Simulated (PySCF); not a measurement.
# Gd⁺ (gadolinium, charge +1) across methods

[Xe] 4f8 6s1, high-spin 8F determinant (an excited configuration). Computed with PySCF 2.14 in cc-pVDZ-X2C, with the spin-free X2C one-electron Hamiltonian (Gaussian nucleus).

```json
{"method": "LDA", "E (hartree)": "-11262.16", "mean ε 4f α (eV)": "-10.697", "mean ε 6s α (eV)": "-9.293", "mean ε 4f β (eV)": "-6.052", "Σ⟨r²⟩ (bohr²)": "56.53", "⟨S²⟩": "15.755"}
{"method": "PBE", "E (hartree)": "-11270.29", "mean ε 4f α (eV)": "-10.448", "mean ε 6s α (eV)": "-9.066", "mean ε 4f β (eV)": "-6.086", "Σ⟨r²⟩ (bohr²)": "56.76", "⟨S²⟩": "15.754"}
{"method": "PBE0", "E (hartree)": "-11270.21", "mean ε 4f α (eV)": "-13.171", "mean ε 6s α (eV)": "-9.532", "mean ε 4f β (eV)": "-8.142", "Σ⟨r²⟩ (bohr²)": "56.67", "⟨S²⟩": "15.755"}
{"method": "UHF", "E (hartree)": "-11266.40155", "mean ε 4f α (eV)": "-20.997", "mean ε 6s α (eV)": "-10.602", "mean ε 4f β (eV)": "-13.651", "Σ⟨r²⟩ (bohr²)": "57.50", "⟨S²⟩": "15.759"}
{"method": "r2SCAN", "E (hartree)": "-11270.57", "mean ε 4f α (eV)": "-10.654", "mean ε 6s α (eV)": "-9.170", "mean ε 4f β (eV)": "-5.885", "Σ⟨r²⟩ (bohr²)": "56.68", "⟨S²⟩": "15.758"}
```

Spin-orbit coupling, absent here, splits the open shell strongly.
